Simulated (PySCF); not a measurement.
## MB cations for M along the alkali metals

PBE with double-zeta basis sets in PySCF, for the lowest determinant that a PBE0 search found; no spin–orbit coupling. De refers to high-spin ground-configuration atoms (the charge goes to the atom of lower measured ionisation energy or higher electron affinity, which is not always the lowest computed limit). A positive dipole points towards B; it is taken about the centre of mass and depends on that origin.

```
 M        basis  charged atom  state (unpaired electrons)  Re (Å)  ωe (cm⁻¹)  De (eV)  μ (D)
Li      cc-pVDZ           Li+               doublet (σ ↑)   2.535        308     0.87  -5.11
Na  aug-pcseg-1           Na+               doublet (σ ↑)   2.917        182     0.61  -2.24
 K   x2c-SVPall            K+               doublet (σ ↑)   3.423        129     0.36  -2.06
Rb    def2-SVPD           Rb+               doublet (σ ↑)   3.585        121     0.32  -0.34
Cs     def2-SVP           Cs+               doublet (σ ↑)   3.810        110     0.27   0.07
```

The shortest bond is that of LiB⁺ (2.535 Å), the longest that of CsB⁺ (3.810 Å).

The rows differ in basis set, which adds steps of its own.

Down a group the atoms grow and get heavier, so bonds lengthen and wavenumbers fall; this series shows no clear exception.

Weak bonds: CsB⁺, KB⁺, RbB⁺. Basis-set superposition, not corrected here, can be much of De in a small basis, most of all at correlated wavefunction levels. Spin–orbit coupling is left out, which matters for elements this heavy, above all for dissociation energies. For an ion De counts to the pair picked by the measured ionisation energies or electron affinities, which need not be the lowest pair at this level. States were picked by a PBE0 search and need not be the measured ground states.
